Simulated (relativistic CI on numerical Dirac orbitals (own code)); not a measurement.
What each ingredient does to the levels of Hg50+

Base calculation: Dirac-Coulomb-Breit CI, separate exchange-only KLI orbitals for each configuration, model QED, unscaled Slater integrals.

CI space (outside the closed core [Ar]): 3d¹⁰4s², 3d¹⁰4s4p, 3d¹⁰4p², 3d¹⁰4s4d, 3d¹⁰4s4f, 3d¹⁰4d², 3d¹⁰4p4d, 3d¹⁰4f², 3d¹⁰4p4f, 3d¹⁰4d4f, 3d¹⁰4s5s, 3d¹⁰4s5p, 3d¹⁰4s5d, 3d¹⁰4s5f, 3d¹⁰4s5g, 3d¹⁰4s6s, 3d¹⁰4s6p, 3d¹⁰4s6d, 3d¹⁰4s6f, 3d⁹4s²4p, 3d¹⁰4s7s, 3d⁹4s²4d, 3d⁹4s²4f, 3d⁹4s²5s, 3d⁹4s²5p, 3d⁹4s²5d. Double excitations out of closed p, d and f shells are left out; levels of such configurations are missing from the list, as are those of other unlisted configurations, and high levels can miss mixing partners. These lack a partner that the ground configuration has and come out too high: 3d⁹4s²4p, 3d⁹4s²4d, 3d⁹4s²4f, 3d⁹4s²5s, 3d⁹4s²5p.

The lowest level and the first level of each name with at least 55 % of one term (blank where a level has no safe partner in the second run):

| Level | Base (eV) | Shift (eV) |
| --- | --- | --- |
| 3d¹⁰4s² ¹S0 | 0.000 | 0.000 |
| 3d¹⁰4s4p ³P°0 | 99.801 | +0.051 |
| 3d¹⁰4s4p ³P°1 | 108.181 | +0.053 |
| 3d¹⁰4p² ³P0 | 228.759 | +0.104 |
| 3d¹⁰4s4p ³P°2 | 251.124 | +0.050 |
| 3d¹⁰4s4p ¹P°1 | 270.719 | +0.055 |
| 3d¹⁰4p² ³P1 | 372.638 | +0.102 |
| 3d¹⁰4p² ¹D2 | 374.081 | +0.099 |
| 3d¹⁰4s4d ³D1 | 431.468 | +0.039 |
| 3d¹⁰4s4d ³D2 | 436.100 | +0.041 |
| 3d¹⁰4s4d ³D3 | 463.227 | +0.037 |
| 3d¹⁰4s4d ¹D2 | 472.058 | +0.042 |
| 3d¹⁰4p² ³P2 | 529.040 | +0.098 |
| 3d¹⁰4p4d ³F°2 | 536.554 | +0.098 |
| 3d¹⁰4p² ¹S0 | 537.275 | +0.102 |
| 3d¹⁰4s4f ³F°3 | 650.889 | -0.122 |
| 3d¹⁰4s4f ³F°2 | 651.748 | -0.130 |
| 3d¹⁰4s4f ³F°4 | 659.133 | -0.129 |
| 3d¹⁰4s4f ¹F°3 | 663.486 | -0.121 |
| 3d¹⁰4p4d ³P°0 | 699.975 | +0.091 |
| 3d¹⁰4p4d ³P°1 | 701.439 | +0.091 |
| 3d¹⁰4p4d ³F°4 | 720.731 | +0.081 |

At this charge energies of transitions that change n are usually good to better than 1 %, and those within a shell (Δn = 0) to a few per cent.

Question: One thing was changed in a second run, which moved the levels as shown. Which?
A. configuration mixing switched off
B. one mean potential for all configurations
C. P86 correlation estimate
D. QED terms removed
E. Breit term removed

Answer: B. One mean potential for all configurations. One potential for all configurations removes the relaxation of the orbitals, which moves whole configurations and changes the integrals a little.

LS names give the leading component of a level, which can be under half, so a name can repeat, a term be missing and a line seem to break the LS rules.
